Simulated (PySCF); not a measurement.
Calculation: PBE-D3(BJ)/def2-TZVP // r2SCAN-D4/def2-TZVP in PySCF 2.14.0. Isolated molecules, 0 K electronic values unless said otherwise. One relaxed conformer stands for a flexible species; it need not be the lowest. Excitations are Tamm–Dancoff values on a coarser integration grid. The basis has no diffuse functions, so Rydberg states are missing or too high.

Reference species (SMILES): `[NH2][Ga]([NH2])[SiH3]` (neutral, multiplicity 1).

| Property | Result |
|---|---|
| HOMO–LUMO gap | 4.17 eV |
| HOMO | -5.34 eV |
| T1 excitation (TDA) | 3.94 eV |
| LUMO | -1.17 eV |

Changed species: `[NH2][Ga]([NH2])[NH2]` (0 of 3 NH2 replaced by SiH3; the reference has 1 of 3 NH2 replaced by SiH3).

**Question.** What does the change do to the HOMO–LUMO gap, HOMO, T1 excitation (TDA) and LUMO?

**Answer.** the HOMO–LUMO gap rises by 0.49 eV, to 4.66 eV; the HOMO hardly moves; the T1 excitation (TDA) rises by 0.55 eV, to 4.49 eV; the LUMO rises by 0.48 eV, to -0.69 eV.
